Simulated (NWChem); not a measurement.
SiNH3F2; SMILES N[SiH](F)F

```xyz
7

Si     0.3146     0.0730     0.0049
N     -0.0961    -1.5660    -0.0998
F     -0.0954     0.8067    -1.3721
F     -0.5073     0.8915     1.1323
H      1.7539     0.2276     0.2886
H     -1.0070    -1.8910    -0.4012
H      0.4202    -2.2735     0.4075
```
Atoms are numbered in this order, from 1.

Program: NWChem. Geometry optimised at PBE0/def2-SVP; all other runs use it. 

```
quantity                                                                 level  value
----------------------------------------------------  ------------------------  -----
cavity-dispersion-structure term (kcal/mol) in water        PBE0/def2-SVP, SMD    3.5
anisotropy (bohr³), static                                 CAM-B3LYP/def2-SVPD    4.0
vertical, lowest state with f > 0.02, singlet (eV)    CAM-B3LYP/def2-SVPD, TDA      ?
−ε(HOMO) (eV)                                                     PBE/def2-SVP      ?
dipole (D)                                                       PBE0/def2-SVP   2.85
highest harmonic frequency (cm⁻¹)                                PBE0/def2-SVP      ?
```

Q: Complete the blanks.

A: 
- vertical, lowest state with f > 0.02, singlet (eV), value: 7.32
- −ε(HOMO) (eV), value: 6.52
- highest harmonic frequency (cm⁻¹), value: 3736
